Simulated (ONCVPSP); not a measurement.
**P: one change to an ONCV potential, before and after**

```json
{
 "Element": "phosphorus (P)",
 "Generator": "ONCVPSP 4.0.1",
 "Type": "optimised norm-conserving Vanderbilt (ONCV)",
 "Functional": "revPBE",
 "Relativity": "scalar-relativistic",
 "Frozen core": "[Ne]",
 "Valence charge": "5",
 "Reference configuration": "3s2 3p1.5 (charge +1.5)",
 "Partial waves": "3s: rc 1.65 bohr, ncon 5, nbas 9, qcut 3.4 1/bohr, 1 projector; 3p: rc 1.30 bohr, ncon 3, nbas 6, qcut 6 1/bohr, 3 projectors, debl 3.8 Ha; d scattering state at 0.05 Ha: rc 1.50 bohr, ncon 3, nbas 6, qcut 7.5 1/bohr, 2 projectors, debl 1.1 Ha",
 "Local potential": "polynomial inside 0.90 bohr (lpopt 5, dvloc0 3 Ha)",
 "Core correction": "polynomial model core, fcfact 0.75"
}
```

All-electron outer shells of the reference configuration (revPBE, scalar-relativistic, ld1.x):

| shell | level (eV) | outermost node (bohr) | outermost maximum (bohr) |
| --- | --- | --- | --- |
| 2s | -190.93 | 0.14 | 0.42 |
| 2p | -141.32 | – | 0.36 |
| 3s | -28.46 | 0.65 | 1.54 |
| 3p | -19.08 | 0.64 | 1.72 |

Change: local potential polynomial inside 0.90 bohr (lpopt 5, dvloc0 -1 Ha).

Cutoffs: the cutoffs (Ha) at which the residual kinetic energy of the hardest occupied pseudo-wave falls to 1 and 0.1 mHa per electron; they do not see the model core or the augmentation charge, which bear on the density cutoff. Errors are all-electron minus pseudo energies relative to the spin-unpolarised reference configuration.

What does the change do?

The potential gets neither clearly harder nor softer (45 Ha and 76 Ha → 45 Ha and 76 Ha); both files keep a bound ghost (p); the lowest positive-energy flag moves from s at 12.6 eV to none; the number of tests with a reliable result goes from 4 to 0; the range in which the s phases agree widens (upper end -0.0 → 2.9).

```csv
quantity,base,changed
"cutoff, loose",45 Ha,45 Ha
"cutoff, tight",76 Ha,76 Ha
bound ghosts,p,p
GHOST(+) flags under 300 eV,s at 12.6 eV,none
tests with a reliable result,4 of 4,0 of 4
s: phases at 1.68 bohr within 0.05 rad from the reference energy up to (Ha; the scan ends near 5),-0.0,2.9
p: phases at 1.32 bohr within 0.05 rad from the reference energy up to (Ha; the scan ends near 5),to the end of the scan,to the end of the scan
d: phases at 1.53 bohr within 0.05 rad from the reference energy up to (Ha; the scan ends near 5),to the end of the scan,4.8
"rms error of d²Exc/dni dnj with the model core, mHa",0.15,0.15
```

 A true bound ghost makes a file unfit for plane-wave use even where its test errors are small: the radial tests pick states by their node count and pass the ghost by.
